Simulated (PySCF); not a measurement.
Predicted microwave data (PBE0/pcSseg-1 in PySCF (dipole) on a GFN2-xTB geometry, gas phase) for one isomer of C6H10FNSi:

```
Rotational constants : A = 1652, B = 1365, C = 977.7 MHz
Dipole components    : |μa| = 4.36 D, |μb| = 0.69 D, |μc| = 0.69 D
Inertial defect      : -159.25 u·Å²
κ                    : 0.15
```

Question: Which candidate fits, each taken in the one conformer that was computed?
A. `[CH3:1][Si@@H:2]1[CH2:3][CH2:4][CH2:5][C@:6]1([F:7])[C:8]#[N:9]` with C1–Si2–C3–C4 -131°, Si2–C3–C4–C5 40°, C3–C4–C5–C6 -51°, C4–C5–C6–F7 -79°
B. `[CH3:1][C@H:2]([SiH3:3])/[C:4]([C:5]#[N:6])=[CH:7]/[CH2:8][F:9]` with C1–C2–C4–C5 49°, C4–C7–C8–F9 150°
C. `[NH2:1][CH2:2][C:3]#[C:4][CH2:5][Si@@H:6]1[CH2:7][C@H:8]1[F:9]` with H–N1–C2–C3 60° and -59°, C4–C5–Si6–C7 26°

Answer: A. It is C[Si@@H]1CCC[C@]1(F)C#N, an asymmetric top, point group C1. The candidates at the same level (rigid rotor, commonest isotopes):

```
                    SMILES  A (MHz)  B (MHz)  C (MHz)  μa (D)  μb (D)  μc (D)  Δ (u·Å²)  point group           rotor
   C[Si@@H]1CCC[C@]1(F)C#N     1652     1365    977.7    4.36    0.69    0.69   -159.25           C1  asymmetric top
    NCC#CC[Si@@H]1C[C@H]1F     1940    720.6    583.7    0.49    2.02    0.83    -96.02           C1  asymmetric top
C[C@H]([SiH3])/C(C#N)=C/CF     1893    756.1    666.8    1.18    1.91    2.31   -177.50           C1  asymmetric top
```

`NCC#CC[Si@@H]1C[C@H]1F` has B 47 % too low; `C[C@H]([SiH3])/C(C#N)=C/CF` has B 45 % too low. No structure here is proved a minimum.
